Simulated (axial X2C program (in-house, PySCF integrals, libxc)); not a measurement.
Values are calculated unless marked as measured or tabulated.
AsS⁻: input and output

Program: an axial X2C code built on PySCF integrals.

The run was started with this input:
```json
{
 "zs": [
  33,
  16
 ],
 "q": -1,
 "bas": [
  "dyall-acv3z",
  "dyall-av3z"
 ],
 "levels": [
  "PBE0",
  "HF",
  "LDA"
 ],
 "cc": true,
 "r0": 2.08,
 "thr": -2.0,
 "nmax": 90,
 "npts": 10,
 "nst": 2,
 "ntry": 6
}
```
```bash
python so2c.py task.json out
```

Keys: zs atomic numbers; q charge; bas basis sets; levels methods; cc coupled cluster on or off; r0 starting distance in Å; thr threshold in hartree for freezing inner shells (an s shell follows its p shell); nmax most natural virtual spinors; npts points on the curve; nst determinants followed; ntry starts of the search. HF also brings MP2.

Output of the PBE0 step, 2c, at R = 2.123 Å for the state Ω = 1. It starts from the PBE0 orbitals of the search at 2.080 Å.

```
two-component X2C + atomic mean field  PBE0
basis functions 181  fitting functions 982  grid points 5077
iter        total energy     max residual
   1      -2654.879774860     7.02e+00
   2      -2656.404780083     6.34e+00
   3      -2657.313902903     5.44e+00
   4      -2658.399698463     3.35e+00
   5      -2658.891482719     7.86e-01
   6      -2658.907688397     2.50e-01
   7      -2658.978382701     1.01e-01
   8      -2658.987916026     2.03e-01
   9      -2658.996652566     5.44e-02
  10      -2658.997348532     1.42e-02
  11      -2658.997519745     7.31e-03
  12      -2658.997548795     9.62e-03
  13      -2658.997564429     2.95e-03
  14      -2658.997566600     1.40e-03
  15      -2658.997567244     1.16e-03
  16      -2658.997567508     5.85e-04
  17      -2658.997567571     3.50e-04
  18      -2658.997567603     1.39e-04
  19      -2658.997567611     1.51e-04
  20      -2658.997567615     2.91e-05
  21      -2658.997567616     2.48e-05
  22      -2658.997567616     5.02e-06
converged
one-electron -3969.96498404  Coulomb 1290.17543281  exact exchange -26.97621611  xc functional -82.97527865  nuclear repulsion 131.60884002  atomic mean-field constant -0.86536165
```
Energies are in hartree; totals compare only within one Hamiltonian and basis.
